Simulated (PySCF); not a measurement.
All values below come from PySCF 2.14.0 with PBE-D3(BJ)/def2-TZVP // BP86-D3(BJ)/def2-SVP. Isolated molecules, 0 K electronic values unless said otherwise. 

Reference species: [Zn(H)2] (neutral, multiplicity 1).

```yaml
charge on the central atom (meta-Löwdin): 0.83 e
coordination_number: 2
charge on the central atom (Mulliken): 0.06 e
HOMO: -6.85 eV
```

Changed species: [Zn(Br)2] (0 of 2 Br replaced by H; the reference has 2 of 2 Br replaced by H).

Q: Predict the effect on the charge on the central atom (meta-Löwdin), coordination number, charge on the central atom (Mulliken) and HOMO.

A: the charge on the central atom (meta-Löwdin) goes up by 0.30 e, to 1.13 e; the coordination number stays essentially unchanged; the charge on the central atom (Mulliken) rises by 0.40 e, to 0.46 e; the HOMO falls by 0.46 eV, to -7.31 eV.
